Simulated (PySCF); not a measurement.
**Atomic charges by several schemes**

Compound: C₆H₅FO₃P (charge -1).
Z-matrix (Å and degrees, GFN2-xTB geometry), rows numbered from 1:
```
O 
P   1  1.4914
O   2  1.4801  1  121.98
O   2  1.6544  1  108.40  3   127.48
C   2  1.8613  1  107.23  3  -125.52
C   5  1.3831  2  117.72  1   110.16
C   6  1.3838  5  121.41  2  -175.71
C   7  1.3854  6  119.89  5     0.41
C   8  1.3844  7  119.85  6     0.16
C   5  1.3806  2  124.62  1   -64.16
F  10  1.3590  5  119.99  2    -5.42
H   4  0.9557  2  103.39  1    29.17
H   6  1.0798  5  116.84  2     5.03
H   7  1.0822  6  120.31  5  -179.54
H   8  1.0822  7  120.43  6  -179.83
H   9  1.0812  8  121.39  7   179.83
```

Density: PBE0/pcSseg-1 (PySCF); schemes: Mulliken, IAO, Hirshfeld and ESP-fitted. Isolated species at its GFN2-xTB geometry (one conformer only). The pcSseg-1 basis has no diffuse functions, a weakness for an anion.

Question: Tabulate the Mulliken, IAO, Hirshfeld and ESP-fitted charges.

Answer: In e:

```
atom                  environment  Mulliken     IAO  Hirshfeld  ESP-fitted
  O1           oxygen bonded to P    -0.706  -1.000     -0.496      -0.788
  P2        phosphoryl phosphorus    +1.306  +1.852     +0.369      +1.153
  O3           oxygen bonded to P    -0.690  -0.993     -0.472      -0.741
  O4              hydroxyl oxygen    -0.560  -0.806     -0.309      -0.707
  C5  substituted aromatic carbon    -0.562  -0.304     -0.073      -0.219
  C6           aromatic CH carbon    -0.036  -0.132     -0.047      -0.054
  C7           aromatic CH carbon    -0.075  -0.180     -0.075      -0.226
  C8           aromatic CH carbon    -0.091  -0.168     -0.072      -0.158
  C9           aromatic CH carbon    -0.162  -0.210     -0.090      -0.288
 C10          aromatic C–F carbon    +0.398  +0.292     +0.079      +0.325
 F11                aryl fluorine    -0.309  -0.285     -0.088      -0.224
 H12            hydroxyl hydrogen    +0.207  +0.350     +0.128      +0.395
 H13            aromatic hydrogen    +0.079  +0.169     +0.041      +0.118
 H14            aromatic hydrogen    +0.062  +0.134     +0.033      +0.130
 H15            aromatic hydrogen    +0.063  +0.134     +0.034      +0.130
 H16            aromatic hydrogen    +0.075  +0.146     +0.036      +0.153
```

Mean size of the charges over all atoms: IAO 0.447 e, ESP-fitted 0.363 e, Mulliken 0.336 e, Hirshfeld 0.153 e. Each set sums to the total charge, -1, to within 0.001 e. The Hirshfeld scheme divides the density at each point in proportion to the densities of the neutral, spherically averaged free atoms.

Lowest charge. All schemes agree: Mulliken O1 (-0.706); IAO O1 (-1.000); Hirshfeld O1 (-0.496); ESP-fitted O1 (-0.788).

Highest charge. All schemes agree: Mulliken P2 (+1.306); IAO P2 (+1.852); Hirshfeld P2 (+0.369); ESP-fitted P2 (+1.153).

Question: Sum the charges by element, for elements with more than one atom.

Answer: 
```
element  atoms  Mulliken     IAO  Hirshfeld  ESP-fitted
      O      3    -1.956  -2.799     -1.276      -2.236
      C      6    -0.528  -0.702     -0.278      -0.620
      H      5    +0.486  +0.935     +0.273      +0.926
```

Question: How many electrons does the Mulliken scheme count on O4?

Answer: Z − q = 8 − (-0.560) = 8.560.

These values come from a run that also computed NMR shieldings. Time: 98 s wall; peak memory 0.96 GiB. Hardware: one thread, AMD EPYC (x86_64), no GPU, shared host with 64 logical CPUs at a one-minute load of 60.
